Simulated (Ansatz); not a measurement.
Coupled-cluster diagnostics for the cluster TiSe₂ (the lowest singlet isomer of a short search), Ansatz.

Geometry of the singlet (r2SCAN-D4/def2-TZVP):

Cartesian coordinates in Å:
```
Ti -0.680 1.079 0.489
Se 0.812 -0.724 0.817
Se -0.132 -0.355 -1.307
```

Correlated methods freeze 23 core orbitals; core or outer-core shells of Ti, Se are correlated, in sets that lack core-valence functions. The geometry of the singlet was relaxed on an unsound state (restricted singlet, unstable towards broken spin symmetry). At PBE0-D4/def2-TZVP a triplet of charge 0 lies 1.09 eV below the restricted singlet, each at its own geometry. The structure comes from a short search, and lower isomers may exist.

(1) Estimate the CCSD(T) correlation energy, the shares of MP2 and (T), T1 and the reference's ⟨S²⟩ for: charge 0, singlet, own geometry in def2-TZVPP; and the rough time on 4 threads of INTEL XEON PLATINUM 8581C on a shared host.

## Answers

(1) 
```tsv
state	basis	correlation (eV)	MP2 share (%)	(T) share (%)	T1	⟨S²⟩ (pure)	wall time	remarks
charge 0, singlet, own geometry	def2-TZVPP	-26.521	90.5	6.3	0.101	0.00 (0.00)	46 s	large T1 (0.101), restricted SCF unstable
```
Customary marks for T1 are 0.02 (closed shells), 0.045 (open shells) and about 0.05 (3d metals). T1 exceeds 0.02 in 1 of 1 rows and 0.045 in 1; the higher it lies, the less the single-reference result can be trusted.
